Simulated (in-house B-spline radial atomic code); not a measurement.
# OLYP excitations of Tc VIII (Tc7+)

Method: OLYP. Computed with an all-electron radial atomic-structure program (B-spline basis): linear response of the closed shell [Ar] 3d10 4s2 4p6 with the functional's adiabatic kernel; scalar-relativistic (spin-free one-electron X2C), finite nucleus, no spin-orbit coupling, no double excitations, S, P, D and F terms only; shells from n = 2 respond. Only terms of natural parity with L up to 3 were computed.

Command:
```bash
python run_td.py task.json out
```
Settings (radii: box in bohr, nucleus in fm):
```
Z                        43
electrons                36
configuration            [Ar] 3d10 4s2 4p6
hamiltonian              x2c
method                   optx,lyp
box_radius               12.81
rms_radius               4.41117
intervals                70
```

Run time, properties included: 0.8 s on 1 thread of Intel(R) Xeon(R) 6975P-C (Granite Rapids) (shared host).

The lowest states, in the order of their Tamm-Dancoff energies; the method's threshold (minus the highest occupied level) is 142.66 eV. Labels give the largest channel, * marks a mixed state, and oscillator strengths are full-response dipole values. Semilocal kernels can invert the small singlet-triplet splittings of Rydberg terms. Energies in eV:

```tsv
state	full response	Tamm-Dancoff	oscillator strength
4p → 4d 3P	42.09	42.21	-
4p → 4d 3F	42.73	42.86	-
4p → 4d 1F	45.89	45.92	-
4p → 4d 1P	56.56	58.56	5.36
4p → 5s 3P	67.74	67.76	-
4p → 5s 1P	68.65	68.67	0.614
4s → 4d 3D	73.21	73.27	-
4s → 4d 1D	76.69	76.76	-
4p → 5p 3S	77.04	77.09	-
4p → 5p 3D	77.44	77.46	-
4p → 5p 1D	78.19	78.22	-
4p → 5p 1S	81.52	81.75	-
4p → 4f 3D	84.72	84.76	-
4p → 4f 1D	?	?	-
4p → 5d 3P	92.46	92.48	-
4p → 5d 3F	92.53	92.54	-
4p → 5d 1F	?	?	-
4p → 5d 1P	94.44	94.68	0.0122
4s → 5s 3S	97.63	97.65	-
4s → 5s 1S	99.25	99.33	-
4p → 6s 3P	101.96	101.97	-
4p → 6s 1P	102.28	102.29	0.125
```

(1) Where does 4p → 5d 1F lie?

(2) Where does 4p → 4f 1D lie?

(3) How large is the singlet-triplet splitting of 4p → 4d (F terms) in Tamm-Dancoff?

(4) What polarisabilities and dispersion coefficient does the method give?

Answers

(1) At 93.11 eV in full response, 93.12 eV in Tamm-Dancoff.

(2) At 89.26 eV in full response, 89.42 eV in Tamm-Dancoff.

(3) 3.06 eV, from the unrounded values.

(4) Dipole 1.43 bohr³, quadrupole 1.78 bohr⁵, C6 3.533 hartree·bohr⁶ for two such species.
